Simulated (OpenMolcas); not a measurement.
OpenMolcas run: Ar3+

Input:

```
&GATEWAY
Coord
1

Ar 0.0 0.0 0.0
Basis=ANO-RCC
Group=XYZ
NoMove
AngMom=0.0 0.0 0.0
AMFI
&SEWARD
&RASSCF
FileOrb=start.orb
Symmetry=2
Spin=4
nActEl=5 0 0
Inactive=2 3
Ras2=1 3
CIRoot=1 1 1
SDav=1
CIMx=300
Iter=120 100
PrWF=0.3
OrbListing=Nothing
MaxOrb=0
Atom
>>> COPY $Project.JobIph JOBPRE
&RASSCF
FileOrb=start.orb
Symmetry=2
Spin=4
nActEl=5 0 0
Inactive=2 3
Ras2=2 6
CIRoot=1 1 1
SDav=234
CIMx=300
Iter=120 100
PrWF=0.3
OrbListing=Nothing
MaxOrb=0
Atom
>>> COPY $Project.JobIph JOB001
&RASSCF
FileOrb=start.orb
Symmetry=2
Spin=2
nActEl=5 0 0
Inactive=2 3
Ras2=2 6
CIRoot=8 8 1
SDav=516
CIMx=300
Iter=120 100
PrWF=0.3
OrbListing=Nothing
MaxOrb=0
Atom
>>> COPY $Project.JobIph JOB002
&RASSCF
FileOrb=start.orb
Symmetry=1
Spin=4
nActEl=5 0 0
Inactive=2 3
Ras2=2 6
CIRoot=3 3 1
SDav=270
CIMx=300
Iter=120 100
PrWF=0.3
OrbListing=Nothing
MaxOrb=0
Atom
>>> COPY $Project.JobIph JOB003
&RASSCF
FileOrb=start.orb
Symmetry=1
Spin=2
nActEl=5 0 0
Inactive=2 3
Ras2=2 6
CIRoot=9 9 1
SDav=492
CIMx=300
Iter=120 100
PrWF=0.3
OrbListing=Nothing
MaxOrb=0
Atom
>>> COPY $Project.JobIph JOB004
&RASSI
NrOfJobIphs=4 1 8 3 9
1
1 2 3 4 5 6 7 8
1 2 3
1 2 3 4 5 6 7 8 9
IphNames
JOB001
JOB002
JOB003
JOB004
EJob
SpinOrbit
DIPRint=1.0
SOCoupling=1000.0
Subsets=2
MEES
Property=10
'ANGMOM' 1 'ANGMOM' 2 'ANGMOM' 3 'MLTPL  1' 1 'MLTPL  1' 2 'MLTPL  1' 3
'AMFI' 1 'AMFI' 2 'AMFI' 3 'MLTPL  2' 6
SOProperty=3
'ANGMOM' 1 'ANGMOM' 2 'ANGMOM' 3
```

Launched by
```bash
OMP_NUM_THREADS=1 MOLCAS_MEM=1689 MOLCAS_PROJECT=a pymolcas a.inp > a.log  # once for each step of the input, in one work folder
```

A driver script runs the steps one by one and writes start.orb anew before each from the orbitals found so far.

Output, cut to the results:

```
--- SEWARD ---
Basis set label: AR.ANO-RCC.........

      Electronic valence basis set:
      ------------------
      Associated Effective Charge  18.000000 au
      Associated Actual Charge     18.000000 au
      Nuclear Model: Point charge

      Shell  nPrim  nBasis  Cartesian Spherical Contaminant
         s      17       8        X
         p      12       7        X
         d       5       5                 X
         f       4       4                 X
         g       2       2                 X
                  Relativistic Douglas-Kroll-Hess integrals:
                    - DKH order of Hamiltonian: 2
                    - DKH order of Properties : 0
                  Atomic mean-field integrals
--- RASSCF ---
Wave function specifications:
      -----------------------------

      Number of closed shell electrons          10
      Number of electrons in active shells       5
      Max number of holes in RAS1 space          0
      Max nr of electrons in RAS3 space          0
      Number of inactive orbitals                5
      Number of active orbitals                  8
      Number of secondary orbitals              87
      Spin quantum number                      1.5
      State symmetry                             2
Orbital specifications:
      -----------------------

      Symmetry species                           1   2
                                                ag  au
      Frozen orbitals                            0   0
      Inactive orbitals                          2   3
      Active orbitals                            2   6
      RAS1 orbitals                              0   0
      RAS2 orbitals                              2   6
      RAS3 orbitals                              0   0
      Secondary orbitals                        47  40
      Deleted orbitals                           0   0
      Number of basis functions                 51  49
      Number of CSFs                           234
      Number of root(s) required                 1
      Iter CI   SX   CI       RASSCF       Energy    max ROT     max BLB   max BLB  Level Ln srch  Step   QN
          iter iter root      energy       change     param      element    value   shift minimum  type update
 Nr of preliminary CI iterations:   1
        1   1   14    1  -525.68402912    0.00E+00  -4.13E-01*   3   5 1 -1.10E-02*  0.00   0.00    SX    NO
        2   1   13    1  -525.68808126   -4.05E-03*  8.60E-02    3   6 1  3.66E-03*  0.00   0.00    SX    NO
        3   1   12    1  -525.68853439   -4.53E-04* -4.08E-02    3   6 1  1.32E-03*  0.00   0.00    SX    NO
        4   1   11    1  -525.68863939   -1.05E-04* -2.06E-02    3   5 1  1.16E-03*  0.00   0.00    SX    NO
        5   1   11    1  -525.68866875   -2.94E-05* -2.35E-02    3   5 1  7.08E-04*  0.00   2.24    LS   YES
        6   1    9    1  -525.68868135   -1.26E-05* -2.05E-03    3   6 1 -2.91E-04*  0.00   1.09    QN   YES
        7   1    8    1  -525.68868169   -3.38E-07* -4.26E-04    3   6 1 -6.12E-05   0.00   1.21    QN   YES
        8   1    5    1  -525.68868170   -1.55E-08* -4.33E-05    3   5 1 -1.48E-05   0.00   1.03    QN   YES
        9   1    3    1  -525.68868170   -1.18E-10  -5.69E-06    3   5 1 -3.99E-06   0.00   1.15    QN   YES
      Convergence after  9 iterations
       10   1    3    1  -525.68868170   -5.12E-12  -5.69E-06    3   8 1  1.38E-06   0.00   1.15    QN   YES
      Natural orbitals and occupation numbers for root  1
      sym 1:   1.997098   0.002092
      sym 2:   0.999213   0.999213   0.999213   0.001057   0.001057   0.001057
::    RASSCF root number  1 Total energy:   -525.68868170
--- RASSCF ---
Wave function specifications:
      -----------------------------

      Number of closed shell electrons          10
      Number of electrons in active shells       5
      Max number of holes in RAS1 space          0
      Max nr of electrons in RAS3 space          0
      Number of inactive orbitals                5
      Number of active orbitals                  8
      Number of secondary orbitals              87
      Spin quantum number                      0.5
      State symmetry                             2
Orbital specifications:
      -----------------------

      Symmetry species                           1   2
                                                ag  au
      Frozen orbitals                            0   0
      Inactive orbitals                          2   3
...
--- RASSI ---
SPIN-FREE ENERGIES:
  (Shifted by EMIN (a.u.) =       -525.6886817007)

 SF State       Relative EMIN(au)   Rel lowest level(eV)    D:o, cm**(-1)      L_eff

     1             0.0000000000        0.0000000000              0.0000         0.0
     2             0.1176649720        3.2018270002          25824.4763         2.0
     3             0.1176649720        3.2018270002          25824.4763         2.0
     4             0.1176649720        3.2018270002          25824.4763         2.0
     5             0.1176649720        3.2018270002          25824.4763         2.0
     6             0.1176649720        3.2018270002          25824.4763         2.0
     7             0.1626352116        4.4255295600          35694.3031         1.0
     8             0.1626352116        4.4255295600          35694.3031         1.0
     9             0.1626352116        4.4255295600          35694.3031         1.0
    10             0.5757933982       15.6681365574         126372.0438         1.0
    11             0.5757933982       15.6681365574         126372.0438         1.0
    12             0.5757933982       15.6681365574         126372.0438         1.0
    13             0.8022465806       21.8302415684         176072.7725         2.0
    14             0.8022465806       21.8302415684         176072.7725         2.0
    15             0.8022465806       21.8302415684         176072.7725         2.0
    16             0.8022465806       21.8302415684         176072.7725         2.0
    17             0.8022465806       21.8302415684         176072.7725         2.0
    18             0.9159954205       24.9255051864         201037.7572         0.0
    19             1.0193960660       27.7391800907         223731.5758         1.0
    20             1.0193960660       27.7391800907         223731.5758         1.0
    21             1.0193960660       27.7391800907         223731.5758         1.0
     Dipole printing threshold changed to   1.00000000E+00

...
```

Levels above the lowest, from the spin-orbit matrix, grouped by J:

```json
{"Configuration": "3s2 3p3", "Term": "4S*", "J": "3/2", "E (cm-1)": "0.0", "Measured (cm-1)": "0.0", "g": "2.002", "Term weight %": "100"}
{"Configuration": "3s2 3p3", "Term": "2D*", "J": "3/2", "E (cm-1)": "25696", "Measured (cm-1)": "21091", "g": "0.808", "Term weight %": "98"}
{"Configuration": "3s2 3p3", "Term": "2D*", "J": "5/2", "E (cm-1)": "25864", "Measured (cm-1)": "21220", "g": "1.200", "Term weight %": "100"}
{"Configuration": "3s2 3p3", "Term": "2P*", "J": "1/2", "E (cm-1)": "35741", "Measured (cm-1)": "34855", "g": "0.666", "Term weight %": "100"}
{"Configuration": "3s2 3p3", "Term": "2P*", "J": "3/2", "E (cm-1)": "35910", "Measured (cm-1)": "35032", "g": "1.327", "Term weight %": "98"}
{"Configuration": "3s 3p4", "Term": "4P", "J": "5/2", "E (cm-1)": "125865", "Measured (cm-1)": "117563", "g": "1.601", "Term weight %": "100"}
{"Configuration": "3s 3p4", "Term": "4P", "J": "3/2", "E (cm-1)": "126755", "Measured (cm-1)": "118516", "g": "1.735", "Term weight %": "100"}
{"Configuration": "3s 3p4", "Term": "4P", "J": "1/2", "E (cm-1)": "127264", "Measured (cm-1)": "119043", "g": "2.670", "Term weight %": "100"}
{"Configuration": "3s 3p4", "Term": "2D", "J": "3/2", "E (cm-1)": "176048", "Measured (cm-1)": "145921", "g": "0.800", "Term weight %": "100"}
{"Configuration": "3s 3p4", "Term": "2D", "J": "5/2", "E (cm-1)": "176152", "Measured (cm-1)": "145999", "g": "1.201", "Term weight %": "100"}
{"Configuration": "3s 3p4", "Term": "2S", "J": "1/2", "E (cm-1)": "201057", "Measured (cm-1)": "177832", "g": "2.000", "Term weight %": "100"}
{"Configuration": "3s 3p4", "Term": "2P", "J": "3/2", "E (cm-1)": "223395", "Measured (cm-1)": "222956", "g": "1.334", "Term weight %": "100"}
{"Configuration": "3s 3p4", "Term": "2P", "J": "1/2", "E (cm-1)": "224573", "Measured (cm-1)": "224019", "g": "0.668", "Term weight %": "100"}
```

Against the 12 measured excited levels shown (Saloman, J. Phys. Chem. Ref. Data 39, 033101 (2010)) the mean absolute deviation is 10000 cm-1; the largest miss in energy is 3s 3p4 2D 5/2: computed 176152, measured 145999 cm-1 (+20.7 %).

Active for correlation alone: 4p 4s; no level in the range computed is led by a configuration that fills them, so any true level of that kind is missing. Terms of s pⁿ other than that of highest spin mix with s² pⁿ⁻² d, which this space lacks; all of them can be thousands of cm-1 off, and some have no real level of that name. Computed and measured levels are paired by configuration, term and J; levels that our copy of the source lacks, or whose pairing is in doubt (as where it misses far off the trend of its configuration), stay unpaired and out of the deviations. Levels of configurations outside the active space are missing. The first state left out of the spin-orbit step lies near 300000 cm-1 above the lowest spin-free state of the reference (among the parities and spins computed), and the list stops at four fifths of that energy or lower.

The term weight is that of the spin-free term in the level, not the purity of its configuration. * marks odd parity.
